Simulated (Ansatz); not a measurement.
`O[SiH2][SiH](O)S` → `O[SiH3]` + `O[Si]S`  (silylene formation by 1,1-elimination)

Calculated with Ansatz (gas phase, PBE0-D4/def2-TZVP geometries, no zero-point term in ΔE). CCSD(T)/CBS is the MP2 limit (def2-TZVPP, def2-QZVPP) plus CCSD(T) − MP2 in def2-TZVPP, frozen cores. This one scheme is used for every species. DFT in def2-TZVPP. B3LYP here is the variant with VWN-RPA as its local correlation; programs differ in this. Each species was taken in one conformer, which may not be the lowest.

```tsv
level	ΔE (kJ/mol)
B3LYP-D4	127.6
PBE0	140.4
CCSD(T)/def2-TZVPP	129.2
HF/CBS(def2)	117.3
```

(1) What does CCSD(T)/CBS give? (Estimate.)

Largest T1 diagnostic among the species: 0.015.

Results:

(1) Ansatz gave: +135.1 kJ/mol. The listed levels differ from it by -7.5, 5.3, -5.9, -17.8 kJ/mol.

In def2-TZVPP, CCSD(T) changes the Hartree–Fock value by +11.3 kJ/mol (the triples alone add +1.4 kJ/mol) and MP2 by +20.5 kJ/mol. From PBE to PBE0 (25 % exact exchange), in def2-TZVPP and without D4, ΔE moves by +13.1 kJ/mol. The D4 term adds +17.9 kJ/mol with B3LYP and +10.2 kJ/mol with PBE0; it sums over pairs of atoms, weighted by their polarisabilities, and B3LYP, whose exchange is more repulsive, gets the larger term.
